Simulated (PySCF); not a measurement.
**Working out the ionisation energy of Nb**

Nb [Kr] 4d4 5s1 (6D) → Nb⁺ [Kr] 4d4 (5D). Calculation: PySCF 2.14, in aug-cc-pwCVDZ-PP with ECP28MDF; scalar relativity through the core potential. Frozen: 4s2 4p6. Energies in hartree (1 hartree = 27.21139 eV):

| part | Nb (lower) | Nb⁺ (upper) |
| --- | --- | --- |
| UHF | -56.148457 | -55.928431 |
| CCSD correlation | -0.059252 | -0.040320 |
| (T) | -0.001360 | -0.000446 |

Task: What does Hartree-Fock give?

Result: (-55.928431) − (-56.148457) = 0.220026 hartree = 5.987 eV.

Task: What do CCSD and CCSD(T) give?

Result: The CCSD correlation energies differ by 0.018932 hartree = 0.515 eV and the triples by 0.000914 hartree = 0.025 eV, so CCSD gives 6.502 eV and CCSD(T) 6.527 eV.

Measured between the centres of the two terms (NIST): 6.776 eV, so CCSD(T) (valence) is off by -0.249 eV.

A double-zeta basis recovers only part of the correlation energy.

What remains against the reference includes basis incompleteness, the frozen core and higher excitations.
